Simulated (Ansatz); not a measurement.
One change: `[F][Sc]([O][SiH3])[O][SiH3]` becomes `[NH2][Sc]([O][SiH3])[O][SiH3]`.

Ansatz, PBE0-D4/def2-TZVP geometries, multiplicity 1. Each molecule was computed in one conformer, which needn't be the lowest.

Scalar relativity is left out up to krypton.

| property | `[F][Sc]([O][SiH3])[O][SiH3]` |
| --- | --- |
| LUMO energy (B3LYP/def2-TZVPP) / eV | -2.67 |
| HOMO energy (PBE/def2-TZVPP) / eV | -7.21 |
| HOMO energy (ωB97M-V/def2-TZVPP) / eV | -10.94 |
| HOMO–LUMO gap (PBE0/def2-TZVPP) / eV | 6.36 |
| HOMO energy (PBE0/def2-TZVPP) / eV | -8.64 |
| size of the dipole moment (B3LYP/def2-TZVPP) / D | 0.80 |

(1) What does the change do to each property? (Estimate.)

## Answers

(1) Ansatz gave: 
```json
{"property": "LUMO energy (B3LYP/def2-TZVPP) / eV", "`[NH2][Sc]([O][SiH3])[O][SiH3]`": "-2.16", "shift": "0.51"}
{"property": "HOMO energy (PBE/def2-TZVPP) / eV", "`[NH2][Sc]([O][SiH3])[O][SiH3]`": "-6.05", "shift": "1.16"}
{"property": "HOMO energy (ωB97M-V/def2-TZVPP) / eV", "`[NH2][Sc]([O][SiH3])[O][SiH3]`": "-9.75", "shift": "1.19"}
{"property": "HOMO–LUMO gap (PBE0/def2-TZVPP) / eV", "`[NH2][Sc]([O][SiH3])[O][SiH3]`": "5.56", "shift": "-0.80"}
{"property": "HOMO energy (PBE0/def2-TZVPP) / eV", "`[NH2][Sc]([O][SiH3])[O][SiH3]`": "-7.36", "shift": "1.28"}
{"property": "size of the dipole moment (B3LYP/def2-TZVPP) / D", "`[NH2][Sc]([O][SiH3])[O][SiH3]`": "1.59", "shift": "0.79"}
```

With PBE0 the HOMO rises by 1.28 eV and the LUMO rises by 0.49 eV, so the gap narrows by about 0.79 eV. PBE moves the HOMO by 1.16 eV and ωB97M-V by 1.19 eV. Dipoles are sizes alone; their direction can turn.

B3LYP here is the variant with VWN-RPA as its local correlation; programs differ in this.
